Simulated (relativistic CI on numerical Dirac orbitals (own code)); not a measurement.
**Tm4+: 5p photoemission**

Computed with this model: Dirac-Coulomb-Breit CI, KLI orbitals optimised for each configuration, model QED (radiative potential, 1s self-energy scaled to tabulated hydrogen-like ionisation energies), valence Slater integrals scaled by 0.8, multiplet model of photoemission in the sudden approximation; configurations [Xe] 4f11 → [Kr] 4d10 4f11 5s2 5p5; 300 K; Lorentzian 0.6 eV and Gaussian 0.5 eV FWHM. Energies are those of the free ion, without screening or charge transfer. The energies are binding energies and can lie tens of eV above those of solids. S is read from ⟨S²⟩ = S(S + 1).

Computed curve for free ion, scaled to 100 at the maximum (points under 2 are left out and the grid is thinned):

Energy (eV), Intensity and a bar:
```
     73.1        2.1 
     73.4        2.5 
     73.8        3.4 
     74.1        4.5 #
     74.5        6.9 ##
     74.8       10.5 ###
     75.2       22.8 ######
     75.5       47.6 ##############
     75.8       83.7 #########################
     76.2       98.9 ##############################
     76.5       89.8 ###########################
     76.9       79.8 ########################
     77.2       59.2 ##################
     77.6       29.0 ########
     77.9       18.0 #####
     78.3       11.0 ###
     78.6        8.2 ##
     78.9        7.4 ##
     79.3        8.8 ##
     79.6        9.0 ##
     80.0        6.3 #
     80.3        4.9 #
     80.7        3.7 #
     81.0        3.2 
     81.3        3.1 
     81.7        3.4 
     82.0        3.9 #
     82.4        5.5 #
     82.7        8.3 ##
     83.1       18.4 #####
     83.4       38.1 ###########
     83.8       67.6 ####################
     84.1       68.6 #####################
     84.4       47.0 ##############
     84.8       18.5 #####
     85.1        9.7 ##
     85.5        5.1 #
     85.8        3.5 
     86.2        2.5 
     86.5        2.0
```

The ground state has S = 1.47, and the centroid lies at 79.00 eV.
